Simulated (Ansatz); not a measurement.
[AlBrH3]- (AlH3Br⁻). Total charge -1; singlet. Geometry PBE0-D4/def2-TZVPD, basis def2-TZVPD, Ansatz.

Cartesian coordinates in Å:
```
Al 0.137 0.026 0.153
Br -1.467 -0.279 -1.638
H 0.265 1.627 0.392
H 1.531 -0.631 -0.357
H -0.466 -0.742 1.450
```

```json
{"run": "A", "HOMO (eV)": "-5.40", "LUMO (eV)": "4.33"}
{"run": "B", "HOMO (eV)": "-1.79", "LUMO (eV)": "3.71"}
{"run": "C", "HOMO (eV)": "-5.07", "LUMO (eV)": "4.40"}
{"run": "D", "HOMO (eV)": "-2.70", "LUMO (eV)": "3.53"}
{"run": "E", "HOMO (eV)": "-4.90", "LUMO (eV)": "3.82"}
{"run": "F", "HOMO (eV)": "-3.83", "LUMO (eV)": "3.74"}
```

LC-ωPBE has ω = 0.4 bohr⁻¹.

Problem. The runs used BHLYP, LC-ωPBE, PBE0, r2SCAN, ωB97M-V, ωB97X-V. Estimate which is which.

Solution. A LC-ωPBE (range-separated); B r2SCAN (0 % exact exchange); C ωB97X-V (range-separated); D PBE0 (25 % exact exchange); E ωB97M-V (range-separated); F BHLYP (50 % exact exchange). Exact exchange lowers occupied and raises empty levels; among semilocal functionals meta-GGAs tend to open the gap a little, and such runs are hard to tell apart. The gap grows from 5.50 eV (r2SCAN) to 9.73 eV (LC-ωPBE).
